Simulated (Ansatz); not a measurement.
Z-matrix (Å, degrees):
```
Si
F 1 1.5799
F 1 1.5799 2 110.21
F 1 1.5840 2 105.74 3 113.83
N 1 1.6756 2 109.63 4 125.42
H 5 1.0062 1 122.47 2 -38.35
H 5 1.0062 6 112.92 1 163.74
```
Charge 0, multiplicity 1.

These are Ansatz (an electronic-structure program) with frozen-core CCSD(T)/cc-pVTZ // B3LYP-D3(BJ)/def2-TZVP values and carry that method's errors.

| Quantity | Result |
|---|---|
| HF energy | -643.27730 Ha |
| MP2 correlation energy | -1.07617 Ha |

Estimate the CCSD correlation energy, the (T) correction, the total energy and the T1 diagnostic.


```json
{
  "CCSD correlation energy": "-1.08407 Ha",
  "(T) correction": "-0.03270 Ha",
  "CCSD(T) total energy": "-644.39407 Ha",
  "T1 diagnostic": "0.011"
}
```
